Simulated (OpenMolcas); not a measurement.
## Te III: Slater's ratio, worked from levels

| Property | Result |
| --- | --- |
| Program | OpenMolcas 26.06 |
| Basis | ANO-RCC-VTZP [7s6p4d2f1g] |
| Scalar Hamiltonian | DKH2, point nucleus |
| Active space | 2 electrons in 3 orbitals (5p) |
| State averaging | 2S+1 = 3 even, 3 roots; 2S+1 = 1 even, 6 roots |
| Spin-orbit coupling | state interaction with AMFI integrals over the reference wave functions, term energies averaged over their components |

Methods: CASSCF; SS-CASPT2, IPEA 0.25 Eh, imaginary shift 0.1 Eh (closed shells correlated: 4d 5s). Measured levels: the list in Zhang, Palmeri, Quinet and Biemont, Astron. Astrophys. 551, A136 (2013).

**Slater's ratio.** With one set of orbitals, p2 has 1D - 3P = 6 F2 and 1S - 1D = 9 F2 (F2 = F²/25), a ratio of 3/2. Term energies are centres of gravity, weighted by 2J + 1.

```csv
Source,1D - 3P,1S - 3P,F2 from the first,Ratio
CASSCF,12887,29176,2148,1.264
SS-CASPT2,10871,24188,1812,1.225
measured,11237,24275,1873,1.160
```

Energies in cm-1. A ratio away from 3/2 shows effects beyond one configuration with one set of orbitals, and in heavier atoms second-order spin-orbit shifts.

Term energies are means over components that CASPT2 splits; among the terms shown or strongly mixed into the levels shown the widest spread is 120 cm-1 (5s2 5p2 1D, SS-CASPT2). With the s shell closed, the reference lacks s² → p² mixing. Computed and measured levels are paired by configuration, term and J; levels that our copy of the source lacks, or whose pairing is in doubt (as where it misses far off the trend of its configuration), stay unpaired and out of the deviations. Only configurations of the active space appear.
